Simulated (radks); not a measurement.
Valence configurations of the gold ion Au2+ (all share [Xe]). Calculated with a radial shooting solver on a logarithmic mesh with Libxc functionals: scalar-relativistic Kohn-Sham, r2SCAN, spin-polarised, spherical densities, finite nucleus; open shells are filled with parallel spins first (spin-orbit coupling, left out, can overturn this in heavy ions); meta-GGA in the generalised Kohn-Sham scheme; Fermi nuclear charge, rms radius 5.4371 fm. Energies are relative to 4f14 5d9; eigenvalues in eV for spin up.

\begin{tabular}{lrrrrrr}
valence & E (eV) & moment (Bohr magnetons) & e(4f) & e(5d) & e(6p) & e(6s) \\ \hline
4f14 5d9 & 0.000 & 1 & -103.77 & -27.941 & - & - \\
4f14 5d8 6s1 & 4.249 & 3 & -107.88 & -31.336 & - & -25.167 \\
4f14 5d8.5 6p0.5 & 6.633 & 2 & -106.67 & -30.361 & -15.456 & - \\
4f14 5d7 6s2 & 10.930 & 3 & -112.18 & -34.484 & - & -26.229 \\
4f14 5d8 6p1 & 13.487 & 3 & -109.54 & -32.727 & -16.711 & - \\
4f14 5d7 6p2 & 27.994 & 5 & -115.28 & -37.363 & -18.976 & - \\
4f13.5 5d9 6p0.5 & 46.545 & 2 & -112.94 & -30.999 & -15.488 & - \\
4f13 5d10 & 81.143 & 1 & -116.29 & -29.101 & - & - \\
4f12 5d9 6s2 & 189.46 & 3 & -138.30 & -37.396 & - & -26.559 \\
4f11 5d10 6p2 & 311.53 & 5 & -155.06 & -41.888 & -19.418 & - \\
\end{tabular}

NIST lists [Xe] 4f14 5d9 as the ground configuration; this level of theory agrees among the configurations tried. The energies are those of spherical high-spin densities, not of single terms.
